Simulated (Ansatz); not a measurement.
```xyz
4

C     0.1031   -0.4944   -0.3098
C    -0.0953    0.5073    0.3019
H     0.2807   -1.3911   -0.8573
H    -0.2729    1.4040    0.8495
```

Basis set: def2-TZVP (spherical functions). Correlated methods keep 2 orbitals frozen. Charge 0, multiplicity 3.

Computed with Ansatz (development build ahead of 0.2.0); each method stands on the lowest determinant of its kind that the runs found.

Problem. Give the atomization energy at this shape (free ground-state atoms in the same class of orbitals less the molecule, no zero-point energy) of triplet C2H2 by UHF-MP2, UHF.

Solution.

```json
{"method": "UHF-MP2", "atomization energy": "1053.1 kJ/mol"}
{"method": "UHF", "atomization energy": "750.7 kJ/mol"}
```

Caution: another spin multiplicity may lie lower.
